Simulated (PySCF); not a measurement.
Gas-phase reaction: 2 GeH₂Cl₂ + 2 Cl ⇌ 2 GeHCl₃ + H₂

Computed with PySCF (xtb for GFN2) and rigid-rotor harmonic-oscillator thermochemistry at 1 bar. † marks an energy on the PBE0/def2-TZVP geometry and frequencies; other levels use their own. CCSD(T) freezes the core. Open shells (unrestricted): Cl (multiplicity 2, electronic degeneracy 6); the rest are closed-shell singlets. GFN2 has no spin-polarisation term. Spin-orbit splitting is ignored; it lowers the true energy and changes the entropy of Cl. Ge: all electrons, no relativistic terms. CCSD(T) isn't extrapolated to the basis-set limit; its ΔH°(298 K) is -479.6 kJ in def2-SVP and -522.2 kJ in def2-TZVPP. The harmonic model lacks anharmonicity and excited electronic states, which grow with temperature; levels with a mode under 35 cm⁻¹ are left out.

```
level                ΔE electronic, kJ  ΔH°(298 K), kJ  ΔS°(298 K), J/K  ΔG°(1600 K), kJ
-------------------  -----------------  --------------  ---------------  ---------------
BLYP/def2-TZVP†                   -505            -510             -149             -282
CCSD(T)/def2-TZVPP†               -518            -522             -149             -295
GFN2-xTB                          -531            -537             -139             -326
M06-2X/def2-TZVP†                 -560            -564             -149             -337
PBE/def2-SVP                      -543            -547             -146             -324
PBE0/def2-QZVP†                   -529            -534             -149             -306
```
ΔH° is lowest at M06-2X/def2-TZVP† and highest at BLYP/def2-TZVP†. No reference value is set beside these.
